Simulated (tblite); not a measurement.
Parent: `[CH2:1]=[CH:2][CH2:3][C:4]1([CH2:5][F:6])[CH2:7][CH2:8]1` with C1–C2–C3–C4 -123°, C2–C3–C4–C5 65°, C3–C4–C5–F6 -179°, C7H11F.

The geometries are computed with GFN2-xTB (gas phase). One conformer each, not checked by frequencies here.

| coordinate of the parent | value |
| --- | --- |
| C1=C2 | 1.319 Å |
| C2–C3 | 1.498 Å |
| C3–C4 | 1.519 Å |
| C4–C5 | 1.516 Å |
| C5–F6 | 1.372 Å |
| C4–C7 | 1.500 Å |
| C7–C8 | 1.501 Å |
| C4–C8 | 1.500 Å |
| C1–C2–C3 | 124.6° |
| C2–C3–C4 | 111.4° |
| C3–C4–C5 | 112.1° |
| C3–C4–C7 | 119.5° |
| C3–C4–C8 | 119.2° |
| C5–C4–C7 | 118.3° |
| C5–C4–C8 | 118.7° |
| C7–C4–C8 | 60.1° |
| C4–C5–F6 | 111.9° |
| C4–C7–C8 | 60.0° |
| C4–C8–C7 | 60.0° |

Task: How does the shared frame change in `[CH2:1]=[CH:2][CH2:3][C:4]1([CH2:5][F:6])[CH:7]=[CH:8]1` with C1–C2–C3–C4 112°, C2–C3–C4–C5 82°, C3–C4–C5–F6 69°, C7H9F? Atoms pair as C1 = C1, C2 = C2, C3 = C3, C4 = C4, C5 = C5, F6 = F6, C7 = C8, C8 = C7 (parent first).

Result: 
| parent | relative | value in the relative | change |
| --- | --- | --- | --- |
| C1=C2 | C1=C2 | 1.320 Å | +0.001 |
| C2–C3 | C2–C3 | 1.497 Å | -0.001 |
| C3–C4 | C3–C4 | 1.529 Å | +0.010 |
| C4–C5 | C4–C5 | 1.515 Å | -0.001 |
| C5–F6 | C5–F6 | 1.381 Å | +0.009 |
| C4–C7 | C4–C8 | 1.503 Å | +0.003 |
| C7–C8 | C8=C7 | 1.300 Å | -0.201 |
| C4–C8 | C4–C7 | 1.502 Å | +0.002 |
| C1–C2–C3 | C1–C2–C3 | 124.2° | -0.4 |
| C2–C3–C4 | C2–C3–C4 | 111.0° | -0.4 |
| C3–C4–C5 | C3–C4–C5 | 114.2° | +2.1 |
| C3–C4–C7 | C3–C4–C8 | 119.7° | +0.2 |
| C3–C4–C8 | C3–C4–C7 | 119.7° | +0.5 |
| C5–C4–C7 | C5–C4–C8 | 119.1° | +0.8 |
| C5–C4–C8 | C5–C4–C7 | 118.8° | +0.1 |
| C7–C4–C8 | C8–C4–C7 | 51.3° | -8.8 |
| C4–C5–F6 | C4–C5–F6 | 110.7° | -1.2 |
| C4–C7–C8 | C4–C8–C7 | 64.3° | +4.3 |
| C4–C8–C7 | C4–C7–C8 | 64.4° | +4.4 |

Of the parent's bonds, C7–C8 changes most (-0.201 Å). Point group C1 → C1.
